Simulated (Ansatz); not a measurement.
Relaxation of F₂H₆OW (10 atoms, charge 0, multiplicity 1), to a largest force component of 0.03 eV/Å in at most 50 steps.

Computed with RKS PBE/def2-SVP (Ansatz).

```xyz
10
Properties=species:S:1:pos:R:3
W -0.040 -0.090 -0.112
F 0.009 0.045 1.756
H 1.318 -1.089 0.380
H -1.150 1.195 0.279
H -1.712 -0.363 -0.126
H -0.515 -1.703 -0.292
F 0.513 0.454 -1.773
O 1.948 1.996 1.085
H 2.760 1.451 1.114
H 1.420 1.631 1.842
```

Problem. Where does it end, and by what steps?

Solution. The forces met the threshold. After 16 steps the energy has fallen by 0.526 eV; H10 moved furthest, 0.75 Å. Joined: W1–O8 (3.12 → 2.33 Å).

| step | energy less start (eV) | largest force component (eV/Å) | accepted |
| --- | --- | --- | --- |
| 0 | 0.0000 | 0.661 | yes |
| 1 | -0.1241 | 1.127 | yes |
| 2 | -0.2872 | 1.449 | yes |
| 3 | -0.4446 | 0.679 | yes |
| 4 | -0.4738 | 0.308 | yes |
| 5 | -0.4905 | 0.215 | yes |
| 6 | -0.4973 | 0.230 | yes |
| 7 | -0.4929 | 0.228 | no |
| 8 | -0.5073 | 0.070 | yes |
| 9 | -0.5147 | 0.078 | yes |
| 10 | -0.5131 | 0.723 | no |
| 11 | -0.5199 | 0.072 | yes |
| 12 | -0.5227 | 0.204 | yes |
| 13 | -0.5246 | 0.129 | yes |
| 14 | -0.5245 | 0.100 | no |
| 15 | -0.5248 | 0.044 | yes |
| 16 | -0.5257 | 0.020 | yes |

```xyz
10
Properties=species:S:1:pos:R:3
W 0.094 0.037 0.034
F -0.097 -0.313 1.881
H 1.401 -1.102 0.366
H -0.959 1.344 0.584
H -1.551 -0.330 -0.194
H -0.360 -1.566 -0.304
F 0.543 0.621 -1.657
O 1.710 1.531 0.785
H 2.428 1.091 1.281
H 1.343 2.216 1.377
```

Whether the end is a true minimum wasn't checked by a vibrational analysis.

Time of the run: 41 s on 2 threads of Arm Neoverse V1 (shared host), peak memory 0.14 GiB.
